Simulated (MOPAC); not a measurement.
Input for MOPAC: AM1 on CaH, 2S+1 = 2, a spin state set in the input, which need not be the lowest, a point of a bond scan (R = 2.051 Å).

```
AM1 1SCF PRECISE CHARGE=0 UHF MS=0.5 THREADS=1
CaH

H      0.00000000 1     0.00000000 1     0.00000000 1
Ca     0.00000000 1     0.00000000 1     2.05145200 1
```

The log:

```
*******************************************************************************
 **                                                                           **
 **                              MOPAC v23.2.5                                **
 **                                                                           **
 *******************************************************************************
 ** MOPAC's Digital Object Identifier: https://doi.org/10.5281/zenodo.6511958 **
 **                                                                           **
 ** Please cite the open-source release paper for use of this MOPAC version:  **
 ** J. E. Moussa and J. J. P. Stewart (2026)                                  **
 ** MOPAC: An open-source semiempirical molecular orbital program             **
 ** J. Open Source Softw., 11(119), 8025, https://doi.org/10.21105/joss.08025 **
 *******************************************************************************

                              AM1 CALCULATION RESULTS

 *******************************************************************************
 *  AM1        - The AM1 Hamiltonian to be used
 *  UHF        - UNRESTRICTED HARTREE-FOCK CALCULATION
 *
 *
 *
 *                 CHARGE ON SYSTEM = 0
 *
 *
 *
 *  MS=        - IN MECI, MAGNETIC COMPONENT OF SPIN =  0.5
 *  PRECISE    - TIGHTER CRITERIA TO BE USED
 *  1SCF       - DO 1 SCF AND THEN STOP
 *  THREADS=1  - MULTI-THREADING NOT USED
 *  T=         - A TIME OF 172800.0 SECONDS REQUESTED
 *  DUMP=N     - RESTART FILE WRITTEN EVERY 7200.0 SECONDS REQUESTED
 *******************************************************************************
AM1 1SCF PRECISE CHARGE=0 UHF MS=0.5 THREADS=1
 CaH

   ATOM   CHEMICAL          X               Y               Z
  NUMBER   SYMBOL      (ANGSTROMS)     (ANGSTROMS)     (ANGSTROMS)

     1       H          0.00000000  *   0.00000000  *   0.00000000  *
     2      Ca          0.00000000  *   0.00000000  *   2.05145200  *



          CARTESIAN COORDINATES

    NO.       ATOM           X           Y           Z

     1         H          0.0000      0.0000      0.0000
     2        Ca          0.0000      0.0000      2.0515

  H: (AM1): M.J.S. DEWAR ET AL, J. AM. CHEM. SOC. 107 3902-3909 (1985)
 Ca: (AM1): J. J. P. STEWART, J. MOL. MOD., 10, 155-164 (2004)

           Empirical Formula: H Ca  =     2 atoms



      MOLECULAR POINT GROUP   :   C*v


          UHF CALCULATION, NO. OF ALPHA ELECTRONS =    2
                           NO. OF BETA  ELECTRONS =    1

 -------------------------------------------------------------------------------
 AM1 1SCF PRECISE CHARGE=0 UHF MS=0.5 THREADS=1
 CaH



     1SCF WAS SPECIFIED, SO BFGS WAS NOT USED
     SCF FIELD WAS ACHIEVED


                              AM1 CALCULATION
                                                       MOPAC v23.2.5 Linux




          FINAL HEAT OF FORMATION =         66.24282 KCAL/MOL =     277.15994 KJ/MOL


          COSMO AREA              =         83.63 SQUARE ANGSTROMS
          COSMO VOLUME            =         71.44 CUBIC ANGSTROMS

          IONIZATION POTENTIAL    =          6.342232 EV
          ALPHA SOMO LUMO (EV)    =         -6.342  1.280
          BETA  SOMO LUMO (EV)    =         -9.613  0.200
          NO. OF ALPHA ELECTRONS  =          2
          NO. OF BETA  ELECTRONS  =          1
          MOLECULAR WEIGHT        =         41.0879         POINT GROUP:  C*v

          MOLECULAR DIMENSIONS (Angstroms)

            Atom       Atom       Distance
           Ca     2    H     1     2.05145
           Ca     2    H     1     0.00000
            H     1   Ca     2     0.00000


          SCF CALCULATIONS        =          1





   ATOM   CHEMICAL          X               Y               Z
  NUMBER   SYMBOL      (ANGSTROMS)     (ANGSTROMS)     (ANGSTROMS)

     1       H          0.00000000  *   0.00000000  *   0.00000000  *
     2      Ca          0.00000000  *   0.00000000  *   2.05145200  *

                             CARTESIAN COORDINATES

   1    H        0.000000000     0.000000000     0.000000000
   2   Ca        0.000000000     0.000000000     2.051452000


           Empirical Formula: H Ca  =     2 atoms



      MOLECULAR POINT GROUP   :   C*v


          ALPHA EIGENVALUES
  -9.90634  -6.34223   1.27976   1.27976   4.27705


           BETA EIGENVALUES
  -9.61332   0.20012   1.73918   1.73918   4.64860


              NET ATOMIC CHARGES AND DIPOLE CONTRIBUTIONS

  ATOM NO.   TYPE          CHARGE      No. of ELECS.   s-Pop       p-Pop
    1          H          -0.296621        1.2966     1.29662
    2         Ca           0.296621        1.7034     1.07904     0.62434
 DIPOLE           X         Y         Z       TOTAL
 POINT-CHG.     0.000     0.000     2.923     2.923
 HYBRID         0.000     0.000    -0.684     0.684
 SUM            0.000     0.000     2.238     2.238


          ATOMIC ORBITAL ELECTRON POPULATIONS

     Atom    s        px        py        pz
    1  H   1.29662
    2 Ca   1.07904   0.00000   0.00000   0.62434


                    (SZ)    =    0.500000
                    (S**2)  =    0.751077


          ATOMIC ORBITAL SPIN POPULATIONS

    Atom   Total    s     px     py     pz
         Atomic
    1  H  0.0640  0.064
    2 Ca  0.9360  0.689  0.000  0.000  0.247

 **********************
 *                    *
 * JOB ENDED NORMALLY *
 *                    *
 **********************




 == MOPAC DONE ==
```

The run finished.

Cost: very roughly 0.03 core-seconds.
